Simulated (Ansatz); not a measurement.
`CS[SiH2]I` → HI + `CS[SiH]` at 700 K and 1 bar (silylene formation by 1,1-elimination).

Program: Ansatz. Geometries: PBE0-D4/def2-TZVP. ΔE: electronic, gas phase. CCSD(T)/CBS adds triple-zeta CCSD(T) − MP2 to the extrapolated MP2 energy (def2 sets, frozen cores). def2 core potentials past Kr. For I outer-core shells are correlated without core-valence functions, which leaves a few kJ/mol of doubt a bond. One conformer a species, not always the lowest.

```csv
species,CCSD(T)/CBS energy (Eh),H − E (kJ/mol),S (J/(mol·K))
`CS[SiH2]I`,-1025.41950,221.3,466.4
HI,-298.03592,34.6,231.7
`CS[SiH]`,-727.28803,174.1,371.9
```

H − E and S are ideal-gas, rigid-rotor, harmonic terms from PBE0-D4/def2-TZVP, for one conformer and one mirror image of each species. 1 Eh = 2625.50 kJ/mol, R = 8.31446 J/(mol·K).

Question: By hand: ΔE, ΔH, ΔS and ΔG.

Answer: ΔE = (-298.03592) + (-727.28803) − (-1025.41950) = 0.09555 Eh = 250.9 kJ/mol. Δ(H − E) = 34.6 + 174.1 − 221.3 = -12.6, so ΔH = 238.3 kJ/mol. ΔS = 231.7 + 371.9 − 466.4 = 137.2 J/(mol·K). ΔG = 238.3 − 700 × (137.2)/1000 = 142.3 kJ/mol.

Question: By hand: the equilibrium constant, and the temperature at which ΔG would vanish if ΔH and ΔS stayed fixed.

Answer: log₁₀ K = −ΔG/(RT ln 10) = -10.6. ΔG = 0 at ΔH/ΔS = 1737 K.

The number of gas molecules changes by +1, which sets the sign of ΔS. A doubt of 5 kJ/mol in ΔE shifts log₁₀ K by 0.4 here. Other conformers and mirror images would add mixing entropy, several J/(mol·K) or more a flexible species. These are equilibria of isolated gas molecules and say nothing of rates. Largest T1 diagnostic: 0.016 (customary marks: 0.02 for closed shells, 0.045 for open ones).
